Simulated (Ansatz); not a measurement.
A series at B: from `OB(O)O`, ligands are replaced one by one, each step taking up CH₃OH and setting free H₂O; n counts the steps. Ansatz, PBE0-D4/def2-TZVP geometries. Each molecule was computed in one conformer, which needn't be the lowest.

| n | molecule | HOMO energy, ωB97M-V/def2-TZVPP (eV) |
| --- | --- | --- |
| 0 | `OB(O)O` | -11.81 |
| 1 | `COB(O)O` | ? |
| 2 | `COB(O)OC` | -10.54 |
| 3 | `COB(OC)OC` | -10.55 |

Problem. By hand: fit a straight line y = ȳ + b (n − n̄) to the 3 given rows and predict n = 1.

Solution. n̄ = 1.667, ȳ = -10.967; Σ(n − n̄)(y − ȳ) = 2.103, Σ(n − n̄)² = 4.667, so b = 0.451 eV a step. Prediction: -10.967 + (0.451) × (-0.667) = -11.27 eV.

Problem. By hand: compare with the computed value, -10.85 eV, and give the steps along the whole series.

Solution. The line misses by 0.42 eV (computed minus predicted). Steps: 0.96, 0.31, -0.01 eV.

The steps change sign along the series, so a line is a poor guide. The highest orbital can change its character along such a series. The miss is 33.1 % of the series' range.
